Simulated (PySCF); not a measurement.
C3H6NO (SMILES CN(C)[C]=O), doublet, at a GFN2-xTB geometry. Base run: MP2/STO-3G (PySCF).

Input for PySCF:
```python
from pyscf import gto, scf, mp

mol = gto.M(
    atom='''
C     1.590320   -0.665960    0.144317
N     0.227004   -0.207331    0.015185
C    -0.775813   -1.257263   -0.146716
C    -0.066071    1.071451    0.044350
O    -1.102813    1.683424   -0.041154
H     2.250992    0.190209    0.258912
H     1.690987   -1.315729    1.017717
H     1.886403   -1.230771   -0.743649
H    -1.753864   -0.790163   -0.232697
H    -0.567781   -1.836868   -1.048293
H    -0.763881   -1.922124    0.719240
''',
    basis='sto-3g',
    charge=0,
    spin=1,
    verbose=3,
)

mf = scf.UHF(mol)
mf.kernel()

pt = mp.MP2(mf, frozen=5)
pt.kernel()
print('E(MP2) = %.10f' % pt.e_tot)
```

Each row names what was changed in the base input (with any setting that the change needs).

```csv
change,basis functions,E (Eh),MP2 correlation (Eh),SCF-reference HOMO (eV),SCF-reference dipole (D)
base,31,-243.48329,-0.25810,-6.98,3.04
basis = 6-31G,57,-246.73728,-0.48878,-9.95,4.85
basis = 3-21G,57,-245.47475,-0.48354,-9.61,4.45
basis = pcseg-0,57,-246.13455,-0.49247,-9.92,4.82
basis = 6-31G*,82,-247.06240,-0.69895,-9.88,4.43
basis = def2-SV(P),82,-246.86348,-0.69857,-10.00,4.48
basis = def2-SVP,100,-246.92377,-0.74138,-9.97,4.52
basis = pc-1,100,-247.05206,-0.74612,-10.08,4.70
basis = 6-31G**,100,-247.11028,-0.73695,-9.88,4.44
basis = pcseg-1,100,-247.04926,-0.74603,-10.07,4.70
basis = cc-pVDZ,100,-247.12777,-0.74284,-9.86,4.39
basis = 6-31+G*,102,-247.07906,-0.70818,-10.09,4.66
basis = 6-311G**,126,-247.21635,-0.78828,-9.97,4.51
```

Totals compare only among sets that treat the same electrons; sets with core potentials leave the core out.

Open shells are given as the SCF converged; they aren't shown to be the lowest states, and a large step between rows can be another state.
